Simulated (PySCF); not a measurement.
Radial density of Os (osmium, neutral)

TPSS, [Xe] 4f14 5d7 6s1, high-spin 5F determinant (an excited configuration). Calculation: PySCF 2.14, in def2-TZVPPD with the def2 core potential (60 electrons) (6s5p3d2f1g, 59 functions); scalar relativity through the core potential. This is the valence pseudo-density: the core potential removes the inner electrons and smooths the orbitals near the nucleus.

```json
{"r (bohr)": "0.139", "4πr²ρ (e/bohr)": "1.144e-05", "4πr²(ρα − ρβ)": "0.0000"}
{"r (bohr)": "0.234", "4πr²ρ (e/bohr)": "0.0005136", "4πr²(ρα − ρβ)": "0.0001"}
{"r (bohr)": "0.394", "4πr²ρ (e/bohr)": "0.06926", "4πr²(ρα − ρβ)": "0.0068"}
{"r (bohr)": "0.662", "4πr²ρ (e/bohr)": "4.560", "4πr²(ρα − ρβ)": "0.2993"}
{"r (bohr)": "1.11", "4πr²ρ (e/bohr)": "12.84", "4πr²(ρα − ρβ)": "1.6126"}
{"r (bohr)": "1.87", "4πr²ρ (e/bohr)": "4.950", "4πr²(ρα − ρβ)": "1.7298"}
{"r (bohr)": "3.15", "4πr²ρ (e/bohr)": "1.152", "4πr²(ρα − ρβ)": "0.6753"}
{"r (bohr)": "5.30", "4πr²ρ (e/bohr)": "0.09465", "4πr²(ρα − ρβ)": "0.0625"}
{"r (bohr)": "8.91", "4πr²ρ (e/bohr)": "0.0005780", "4πr²(ρα − ρβ)": "0.0006"}
```

Energies and moments cover only the electrons outside the core potential. Spin-orbit coupling, absent here, splits the open shell strongly.
